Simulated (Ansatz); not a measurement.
Ansatz (a first-principles code) input (B3LYP/6-31G*):

Ansatz 0.2 input:
```yaml
crystal:
  periodic: [false, false, false]
  atoms:
    - {symbol: B, position_ang: [-0.13997697, 0.25638771, 0.98850289]}
    - {symbol: H, position_ang: [-1.16648180, 0.81677639, 1.35074626]}
    - {symbol: H, position_ang: [0.81600762, 0.39691263, 1.74037664]}
    - {symbol: C, position_ang: [-0.10452525, -0.69303296, -0.21497098]}
    - {symbol: C, position_ang: [0.26669162, 0.34793362, -0.98202967]}
    - {symbol: H, position_ang: [-0.25586919, -1.72013506, -0.55171365]}
    - {symbol: H, position_ang: [0.33322998, 1.29510352, -0.29991985]}
basis:
  gaussian:
    orbitals: 6-31G*
hamiltonian:
  xc: {name: B3LYP}
total_charge: -1
phonons: {temperatures: {t_min: 298.15, t_max: 298.15, t_step: 100}}
```

Output:

```
Functional definition: B3LYP
integrals: 0.01 GiB planned
628 factors; integrals over basis functions are off by at most 4.9e-4 eV
mean field: 0.13 GiB planned
mean field evaluation 1: about -2811.7842 eV, gradient 1.7e1 eV
mean field evaluation 2: about -2811.6382 eV, gradient 1.9e1 eV
mean field evaluation 4: about -2812.6147 eV, gradient 2.6e0 eV
mean field evaluation 8: about -2812.6315 eV, gradient 9.8e-3 eV
mean field -2812.63149522 eV, -103.3623009791 hartree, gradient 6.1e-5 eV, S^2 0.000000; 0 other end points of the search recorded, 0 dependent functions left out
the calculation of the forces begins
reference -2812.63170426 eV, -103.3623086615 hartree; 11, 11 occupied and 42, 42 virtual orbitals, 628 factors
these checks for a lower state are left out or cut short: stability, starts, cluster_reference, orbital_swaps, neighbouring_geometries, increment
integrals: 0.01 GiB planned
628 factors; integrals over basis functions are off by at most 4.9e-4 eV
mean field: 0.13 GiB planned
mean field evaluation 16: about -2812.6314 eV, gradient 8.9e-2 eV
mean field -2812.63144106 eV, -103.3622989890 hartree, gradient 2.1e-6 eV, S^2 0.000000; 0 other end points of the search recorded, 0 dependent functions left out
the calculation of the forces begins
reference -2812.63165011 eV, -103.3623066714 hartree; 11, 11 occupied and 42, 42 virtual orbitals, 628 factors
these checks for a lower state are left out or cut short: stability, starts, cluster_reference, orbital_swaps, neighbouring_geometries, increment
integrals: 0.01 GiB planned
628 factors; integrals over basis functions are off by at most 4.9e-4 eV
mean field: 0.13 GiB planned
mean field -2812.63143658 eV, -103.3622988244 hartree, gradient 2.9e-6 eV, S^2 0.000000; 0 other end points of the search recorded, 0 dependent functions left out
the calculation of the forces begins
reference -2812.63164563 eV, -103.3623065068 hartree; 11, 11 occupied and 42, 42 virtual orbitals, 628 factors
these checks for a lower state are left out or cut short: stability, starts, cluster_reference, orbital_swaps, neighbouring_geometries, increment
integrals: 0.01 GiB planned
628 factors; integrals over basis functions are off by at most 4.9e-4 eV
mean field: 0.13 GiB planned
mean field evaluation 32: about -2812.6314 eV, gradient 5.1e-5 eV
mean field -2812.63139667 eV, -103.3622973576 hartree, gradient 2.6e-6 eV, S^2 0.000000; 0 other end points of the search recorded, 0 dependent functions left out
the calculation of the forces begins
reference -2812.63160571 eV, -103.3623050396 hartree; 11, 11 occupied and 42, 42 virtual orbitals, 628 factors
these checks for a lower state are left out or cut short: stability, starts, cluster_reference, orbital_swaps, neighbouring_geometries, increment
integrals: 0.01 GiB planned
628 factors; integrals over basis functions are off by at most 4.9e-4 eV
mean field: 0.13 GiB planned
mean field -2812.63140334 eV, -103.3622976027 hartree, gradient 2.7e-6 eV, S^2 0.000000; 0 other end points of the search recorded, 0 dependent functions left out
the calculation of the forces begins
reference -2812.63161240 eV, -103.3623052854 hartree; 11, 11 occupied and 42, 42 virtual orbitals, 628 factors
these checks for a lower state are left out or cut short: stability, starts, cluster_reference, orbital_swaps, neighbouring_geometries, increment
integrals: 0.01 GiB planned
628 factors; integrals over basis functions are off by at most 4.9e-4 eV
mean field: 0.13 GiB planned
mean field -2812.63144979 eV, -103.3622993099 hartree, gradient 1.1e-6 eV, S^2 0.000000; 0 other end points of the search recorded, 0 dependent functions left out
the calculation of the forces begins
reference -2812.63165882 eV, -103.3623069913 hartree; 11, 11 occupied and 42, 42 virtual orbitals, 628 factors
these checks for a lower state are left out or cut short: stability, starts, cluster_reference, orbital_swaps, neighbouring_geometries, increment
integrals: 0.01 GiB planned
628 factors; integrals over basis functions are off by at most 4.9e-4 eV
mean field: 0.13 GiB planned
mean field -2812.63144670 eV, -103.3622991963 hartree, gradient 1.1e-6 eV, S^2 0.000000; 0 other end points of the search recorded, 0 dependent functions left out
the calculation of the forces begins
reference -2812.63165578 eV, -103.3623068797 hartree; 11, 11 occupied and 42, 42 virtual orbitals, 628 factors
these checks for a lower state are left out or cut short: stability, starts, cluster_reference, orbital_swaps, neighbouring_geometries, increment
integrals: 0.01 GiB planned
628 factors; integrals over basis functions are off by at most 4.9e-4 eV
mean field: 0.13 GiB planned
mean field -2812.63147655 eV, -103.3623002933 hartree, gradient 1.2e-6 eV, S^2 0.000000; 0 other end points of the search recorded, 0 dependent functions left out
[...]
mean field: 0.13 GiB planned
mean field -2812.63141702 eV, -103.3622981054 hartree, gradient 2.8e-6 eV, S^2 0.000000; 0 other end points of the search recorded, 0 dependent functions left out
the calculation of the forces begins
reference -2812.63162609 eV, -103.3623057886 hartree; 11, 11 occupied and 42, 42 virtual orbitals, 628 factors
these checks for a lower state are left out or cut short: stability, starts, cluster_reference, orbital_swaps, neighbouring_geometries, increment
integrals: 0.01 GiB planned
628 factors; integrals over basis functions are off by at most 4.9e-4 eV
mean field: 0.13 GiB planned
mean field -2812.63134947 eV, -103.3622956230 hartree, gradient 1.1e-6 eV, S^2 0.000000; 0 other end points of the search recorded, 0 dependent functions left out
the calculation of the forces begins
reference -2812.63155852 eV, -103.3623033056 hartree; 11, 11 occupied and 42, 42 virtual orbitals, 628 factors
these checks for a lower state are left out or cut short: stability, starts, cluster_reference, orbital_swaps, neighbouring_geometries, increment
integrals: 0.01 GiB planned
628 factors; integrals over basis functions are off by at most 4.9e-4 eV
mean field: 0.13 GiB planned
mean field -2812.63134581 eV, -103.3622954884 hartree, gradient 1.9e-6 eV, S^2 0.000000; 0 other end points of the search recorded, 0 dependent functions left out
the calculation of the forces begins
reference -2812.63155485 eV, -103.3623031705 hartree; 11, 11 occupied and 42, 42 virtual orbitals, 628 factors
these checks for a lower state are left out or cut short: stability, starts, cluster_reference, orbital_swaps, neighbouring_geometries, increment
integrals: 0.01 GiB planned
628 factors; integrals over basis functions are off by at most 4.9e-4 eV
mean field: 0.13 GiB planned
mean field -2812.63144823 eV, -103.3622992522 hartree, gradient 1.8e-6 eV, S^2 0.000000; 0 other end points of the search recorded, 0 dependent functions left out
the calculation of the forces begins
reference -2812.63165734 eV, -103.3623069372 hartree; 11, 11 occupied and 42, 42 virtual orbitals, 628 factors
these checks for a lower state are left out or cut short: stability, starts, cluster_reference, orbital_swaps, neighbouring_geometries, increment
integrals: 0.01 GiB planned
628 factors; integrals over basis functions are off by at most 4.9e-4 eV
mean field: 0.13 GiB planned
mean field evaluation 128: about -2812.6314 eV, gradient 1.3e-6 eV
mean field -2812.63144507 eV, -103.3622991364 hartree, gradient 1.3e-6 eV, S^2 0.000000; 0 other end points of the search recorded, 0 dependent functions left out
the calculation of the forces begins
reference -2812.63165405 eV, -103.3623068162 hartree; 11, 11 occupied and 42, 42 virtual orbitals, 628 factors
these checks for a lower state are left out or cut short: stability, starts, cluster_reference, orbital_swaps, neighbouring_geometries, increment
integrals: 0.01 GiB planned
628 factors; integrals over basis functions are off by at most 4.9e-4 eV
mean field: 0.13 GiB planned
mean field -2812.63140046 eV, -103.3622974967 hartree, gradient 1.7e-6 eV, S^2 0.000000; 0 other end points of the search recorded, 0 dependent functions left out
the calculation of the forces begins
reference -2812.63160942 eV, -103.3623051759 hartree; 11, 11 occupied and 42, 42 virtual orbitals, 628 factors
these checks for a lower state are left out or cut short: stability, starts, cluster_reference, orbital_swaps, neighbouring_geometries, increment
integrals: 0.01 GiB planned
628 factors; integrals over basis functions are off by at most 4.9e-4 eV
mean field: 0.13 GiB planned
mean field -2812.63140173 eV, -103.3622975437 hartree, gradient 2.4e-6 eV, S^2 0.000000; 0 other end points of the search recorded, 0 dependent functions left out
the calculation of the forces begins
reference -2812.63161087 eV, -103.3623052293 hartree; 11, 11 occupied and 42, 42 virtual orbitals, 628 factors
these checks for a lower state are left out or cut short: stability, starts, cluster_reference, orbital_swaps, neighbouring_geometries, increment
integrals: 0.01 GiB planned
628 factors; integrals over basis functions are off by at most 4.9e-4 eV
mean field: 0.13 GiB planned
mean field -2812.63148179 eV, -103.3623004856 hartree, gradient 1.4e-6 eV, S^2 0.000000; 0 other end points of the search recorded, 0 dependent functions left out
the calculation of the forces begins
reference -2812.63169085 eV, -103.3623081683 hartree; 11, 11 occupied and 42, 42 virtual orbitals, 628 factors
these checks for a lower state are left out or cut short: stability, starts, cluster_reference, orbital_swaps, neighbouring_geometries, increment
integrals: 0.01 GiB planned
628 factors; integrals over basis functions are off by at most 4.9e-4 eV
mean field: 0.13 GiB planned
mean field -2812.63148222 eV, -103.3623005015 hartree, gradient 1.2e-6 eV, S^2 0.000000; 0 other end points of the search recorded, 0 dependent functions left out
the calculation of the forces begins
reference -2812.63169126 eV, -103.3623081836 hartree; 11, 11 occupied and 42, 42 virtual orbitals, 628 factors
these checks for a lower state are left out or cut short: stability, starts, cluster_reference, orbital_swaps, neighbouring_geometries, increment
integrals: 0.01 GiB planned
628 factors; integrals over basis functions are off by at most 4.9e-4 eV
mean field: 0.13 GiB planned
mean field evaluation 160: about -2812.6314 eV, gradient 2.0e-6 eV
mean field -2812.63143478 eV, -103.3622987582 hartree, gradient 2.0e-6 eV, S^2 0.000000; 0 other end points of the search recorded, 0 dependent functions left out
the calculation of the forces begins
reference -2812.63164381 eV, -103.3623064397 hartree; 11, 11 occupied and 42, 42 virtual orbitals, 628 factors
these checks for a lower state are left out or cut short: stability, starts, cluster_reference, orbital_swaps, neighbouring_geometries, increment
integrals: 0.01 GiB planned
628 factors; integrals over basis functions are off by at most 4.9e-4 eV
mean field: 0.13 GiB planned
mean field -2812.63143716 eV, -103.3622988455 hartree, gradient 1.9e-6 eV, S^2 0.000000; 0 other end points of the search recorded, 0 dependent functions left out
the calculation of the forces begins
reference -2812.63164623 eV, -103.3623065288 hartree; 11, 11 occupied and 42, 42 virtual orbitals, 628 factors
these checks for a lower state are left out or cut short: stability, starts, cluster_reference, orbital_swaps, neighbouring_geometries, increment
integrals: 0.01 GiB planned
628 factors; integrals over basis functions are off by at most 4.9e-4 eV
mean field: 0.13 GiB planned
mean field -2812.63148328 eV, -103.3623005405 hartree, gradient 2.8e-6 eV, S^2 0.000000; 0 other end points of the search recorded, 0 dependent functions left out
the calculation of the forces begins
reference -2812.63169231 eV, -103.3623082220 hartree; 11, 11 occupied and 42, 42 virtual orbitals, 628 factors
these checks for a lower state are left out or cut short: stability, starts, cluster_reference, orbital_swaps, neighbouring_geometries, increment
integrals: 0.01 GiB planned
628 factors; integrals over basis functions are off by at most 4.9e-4 eV
mean field: 0.13 GiB planned
mean field -2812.63148448 eV, -103.3623005846 hartree, gradient 1.9e-6 eV, S^2 0.000000; 0 other end points of the search recorded, 0 dependent functions left out
the calculation of the forces begins
reference -2812.63169355 eV, -103.3623082678 hartree; 11, 11 occupied and 42, 42 virtual orbitals, 628 factors
Total energy: -2812.63170426 eV, -103.3623086615 hartree
Atom 0 at    -0.139977     0.256388     0.988503 Å, force    -0.000195     0.000905     0.001965 eV/Å
Atom 1 at    -1.166482     0.816776     1.350746 Å, force     0.000676    -0.000228    -0.000322 eV/Å
Atom 2 at     0.816008     0.396913     1.740377 Å, force    -0.000544     0.000030    -0.000561 eV/Å
Atom 3 at    -0.104525    -0.693033    -0.214971 Å, force    -0.000030    -0.000719    -0.000622 eV/Å
Atom 4 at     0.266692     0.347934    -0.982030 Å, force     0.000305     0.000604    -0.000899 eV/Å
Atom 5 at    -0.255869    -1.720135    -0.551714 Å, force    -0.000035    -0.000074     0.000101 eV/Å
Atom 6 at     0.333230     1.295104    -0.299920 Å, force    -0.000176    -0.000518     0.000337 eV/Å
Dipole moment:    -0.052391    -0.253238    -0.006313 e Å
Vibrations: 333.23 508.23 682.20 744.26 897.45 911.62 1025.75 1037.64 1232.24 1259.37 1525.18 2397.25 2411.37 2470.42 3096.96 cm⁻¹, zero-point energy 1.272893 eV
```

The blocks after the first are displaced geometries, from whose forces the wavenumbers follow.

The dipole moment of an ion depends on the origin.
